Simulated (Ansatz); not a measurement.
Geometry optimisation, RKS PBE/6-31G* (Ansatz).

input.yaml

```yaml
crystal:
  periodic: [false, false, false]
  atoms:
    - { symbol: Al, position_ang: [0.223798, -0.625009, -0.438491] }
    - { symbol: O, position_ang: [-0.019428, -0.120456, 2.474843] }
    - { symbol: Si, position_ang: [-1.475809, -0.261086, 3.324424] }
    - { symbol: H, position_ang: [-2.501649, -1.058832, 2.564312] }
    - { symbol: H, position_ang: [-1.251378, -0.951626, 4.642919] }
    - { symbol: H, position_ang: [-1.972784, 1.128522, 3.554137] }
    - { symbol: Cl, position_ang: [1.80847, 0.678144, -0.907743] }
    - { symbol: F, position_ang: [-1.334442, -0.261588, -0.890693] }
    - { symbol: "N", position_ang: [0.623047, -2.255081, 0.407005] }
    - { symbol: H, position_ang: [-0.073802, -3.001502, 0.33895] }
    - { symbol: H, position_ang: [1.558538, -2.647927, 0.278415] }
    - { symbol: H, position_ang: [0.38984, -1.006559, 2.267122] }
basis:
  gaussian: { orbitals: "6-31G*" }
hamiltonian:
  xc: pbe
relax:
  f_tol: 0.03
  max_steps: 50
output:
  orbitals: {}
```

Command:

```bash
$ ansatz run input.yaml --threads 4 --pin off --max-ram 5120MiB --backend cpu --events-out ev --progress --plain --runs-dir out
```

**Question.** Where does it end, and by what steps?

**Answer.** The forces met the threshold. After 29 steps the energy has fallen by 2.063 eV; H12 moved furthest, 2.12 Å. Parted: O2–H12 (1.00 → 2.71 Å). Joined: Al1–O2 (2.97 → 1.73 Å), N9–H12 (2.25 → 1.03 Å).

```json
{"step": "0", "energy less start (eV)": "0.0000", "largest force component (eV/Å)": "1.205", "accepted": "yes"}
{"step": "2", "energy less start (eV)": "-0.5138", "largest force component (eV/Å)": "0.825", "accepted": "yes"}
{"step": "4", "energy less start (eV)": "-0.7432", "largest force component (eV/Å)": "0.493", "accepted": "yes"}
{"step": "6", "energy less start (eV)": "-0.7928", "largest force component (eV/Å)": "0.254", "accepted": "yes"}
{"step": "8", "energy less start (eV)": "-0.8205", "largest force component (eV/Å)": "0.175", "accepted": "yes"}
{"step": "10", "energy less start (eV)": "-0.9283", "largest force component (eV/Å)": "0.863", "accepted": "yes"}
{"step": "12", "energy less start (eV)": "-1.3849", "largest force component (eV/Å)": "1.338", "accepted": "yes"}
{"step": "14", "energy less start (eV)": "-1.8571", "largest force component (eV/Å)": "0.535", "accepted": "yes"}
{"step": "16", "energy less start (eV)": "-1.9019", "largest force component (eV/Å)": "1.484", "accepted": "no"}
{"step": "18", "energy less start (eV)": "-2.0248", "largest force component (eV/Å)": "0.217", "accepted": "yes"}
{"step": "20", "energy less start (eV)": "-2.0455", "largest force component (eV/Å)": "0.132", "accepted": "yes"}
{"step": "22", "energy less start (eV)": "-2.0498", "largest force component (eV/Å)": "0.112", "accepted": "yes"}
{"step": "24", "energy less start (eV)": "-2.0547", "largest force component (eV/Å)": "0.193", "accepted": "yes"}
{"step": "26", "energy less start (eV)": "-2.0596", "largest force component (eV/Å)": "0.052", "accepted": "yes"}
{"step": "28", "energy less start (eV)": "-2.0618", "largest force component (eV/Å)": "0.071", "accepted": "yes"}
{"step": "29", "energy less start (eV)": "-2.0626", "largest force component (eV/Å)": "0.026", "accepted": "yes"}
```

```xyz
12
Properties=species:S:1:pos:R:3
Al -0.116 -0.535 0.480
O -0.788 -0.721 2.064
Si -1.602 0.063 3.273
H -2.930 -0.597 3.524
H -0.816 -0.001 4.554
H -1.859 1.511 2.957
Cl 1.540 0.813 0.264
F -1.165 -0.590 -0.830
N 0.806 -2.339 0.341
H 0.402 -2.922 -0.402
H 1.811 -2.232 0.154
H 0.691 -2.830 1.237
```

Whether the end is a true minimum wasn't checked by a vibrational analysis.

Time of the run: 57 s on 4 threads of Arm Neoverse V2, with other jobs on the host, peak memory 0.22 GiB.
